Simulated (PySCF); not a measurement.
## `N#CCSc1cnco1`, C5H4N2OS

Molfile (atoms numbered from 1):
```
C5H4N2OS
     RDKit          3D

 13 13  0  0  0  0  0  0  0  0999 V2000
    1.4666    2.3269    0.1516 N   0  0  0  0  0  0  0  0  0  0  0  0
    1.7960    1.2405    0.0204 C   0  0  0  0  0  0  0  0  0  0  0  0
    2.1478   -0.1384   -0.1463 C   0  0  0  0  0  0  0  0  0  0  0  0
    0.9423   -0.9752   -1.2763 S   0  0  0  0  0  0  0  0  0  0  0  0
   -0.5409   -0.5538   -0.4534 C   0  0  0  0  0  0  0  0  0  0  0  0
   -1.2933   -1.1915    0.4912 C   0  0  0  0  0  0  0  0  0  0  0  0
   -2.3657   -0.4082    0.7813 N   0  0  0  0  0  0  0  0  0  0  0  0
   -2.2350    0.6357    0.0276 C   0  0  0  0  0  0  0  0  0  0  0  0
   -1.1572    0.6178   -0.7510 O   0  0  0  0  0  0  0  0  0  0  0  0
    2.1445   -0.6565    0.8144 H   0  0  0  0  0  0  0  0  0  0  0  0
    3.1192   -0.2374   -0.6310 H   0  0  0  0  0  0  0  0  0  0  0  0
   -1.1322   -2.1368    0.9650 H   0  0  0  0  0  0  0  0  0  0  0  0
   -2.8965    1.4774   -0.0113 H   0  0  0  0  0  0  0  0  0  0  0  0
  1  2  3  0
  2  3  1  0
  3  4  1  0
  4  5  1  0
  5  6  2  0
  6  7  1  0
  7  8  2  0
  8  9  1  0
  9  5  1  0
  3 10  1  0
  3 11  1  0
  6 12  1  0
  8 13  1  0
M  END
```

Level of theory: GIAO KT3/pcSseg-1 magnetisability, rotational g tensor and spin-rotation constants, non-relativistic, gas phase (PySCF). Geometry: GFN2-xTB.

Task: Give the nuclear spin-rotation constants along the inertial axes (H = +C I·J) beside the isotropic shieldings.

Result: Rotational constants 2.3555, 1.1956, 0.9219 GHz. A star marks the isotopologue with that one atom substituted, in its own axes.
| atom | isotope | Caa (kHz) | Cbb (kHz) | Ccc (kHz) | mean (kHz) | σ (ppm) |
| --- | --- | --- | --- | --- | --- | --- |
| N1 | 14N | 0.498 | 0.051 | 0.191 | 0.247 | -22.2 |
| N7 | 14N | 0.378 | 0.201 | 0.123 | 0.234 | -23.1 |
| H10 | 1H | -0.218 | -0.135 | 0.028 | -0.108 | 28.2 |
| H11 | 1H | 0.034 | -0.113 | -0.100 | -0.060 | 28.9 |
| H12 | 1H | -0.243 | 0.006 | 0.003 | -0.078 | 24.2 |
| H13 | 1H | -0.141 | 0.044 | -0.064 | -0.054 | 23.8 |
| C2 | 13C* | 0.993 | 0.032 | 0.366 | 0.464 | 76.8 |
| C3 | 13C* | 0.345 | 0.206 | 0.149 | 0.233 | 155.6 |
| S4 | 33S* | 0.469 | 0.355 | 0.272 | 0.365 | 485.7 |
| C5 | 13C* | 0.853 | 0.413 | 0.250 | 0.505 | 47.4 |
| C6 | 13C* | 0.701 | 0.419 | 0.283 | 0.468 | 52.5 |
| C8 | 13C* | 0.884 | 0.421 | 0.272 | 0.525 | 36.5 |
| O9 | 17O* | -0.798 | -0.414 | -0.279 | -0.497 | -4.4 |

For the geometry as given, no vibrational averaging.
